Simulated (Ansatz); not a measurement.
BNH6O2, closed shell: at a first-order saddle point.

Input (in.yaml):

```yaml
crystal:
  periodic: [false, false, false]
  atoms:
    - {symbol: B, position_ang: [0.336626, 0.030398, -0.129903]}
    - {symbol: H, position_ang: [0.385692, 0.887382, 1.104411]}
    - {symbol: O, position_ang: [0.391625, 0.917568, -1.209739]}
    - {symbol: O, position_ang: [1.301529, -0.959500, -0.036626]}
    - {symbol: H, position_ang: [-0.512396, 0.333720, 1.100289]}
    - {symbol: N, position_ang: [-1.065939, -0.529746, 0.308331]}
    - {symbol: H, position_ang: [-0.043671, 1.755852, -1.054922]}
    - {symbol: H, position_ang: [2.141686, -0.655786, -0.385915]}
    - {symbol: H, position_ang: [-1.859829, -0.272299, -0.260254]}
    - {symbol: H, position_ang: [-1.075324, -1.507488, 0.564129]}
basis:
  gaussian: {orbitals: "def2-QZVPP.json"}
correlation: {method: mp2}
```

The basis file named in the input lies beside it (Basis Set Exchange, JSON).

Launched with

```bash
ansatz run in.yaml --threads 4 --pin off --events-out ev --progress --plain --max-ram 9574MiB
```

What Ansatz 0.2.0 printed:

```
Functional definition: HF
  name "HF"
  cite "Fock, Z. Phys. 61, 126 (1930) doi:10.1007/BF01340294"
  parent pbe
  exchange = exact_x
  correlation = 0
2485 factors; integrals over basis functions are off by at most 7.6e-4 eV
mean field evaluation 1: about -6320.8636 eV, gradient 5.5e1 eV
mean field evaluation 2: about -6320.9433 eV, gradient 5.5e1 eV
mean field evaluation 4: about -6326.4139 eV, gradient 3.5e0 eV
mean field evaluation 8: about -6326.4637 eV, gradient 2.8e-1 eV
mean field -6326.46397833 eV, -232.4932629722 hartree, gradient 1.8e-6 eV, S^2 0.000000; 0 other end points of the search recorded, 0 dependent functions left out
4 core orbitals not correlated: weight in the atoms' cores, before any rotation towards them, 1.000 or more for the frozen orbitals, at most 0.000 for the correlated occupied ones
reference -6326.46397833 eV, -232.4932629722 hartree; 13, 13 occupied and 391, 391 virtual orbitals, 2485 factors
second order -24.72663039 eV of doubles, -0.00000000 eV of singles
Total energy: -6351.19060871 eV, -233.4019498786 hartree
```

Hardware: 4 CPU threads of an Arm Neoverse V1, shared host. Wall time 18 s; peak host memory 2 GiB.
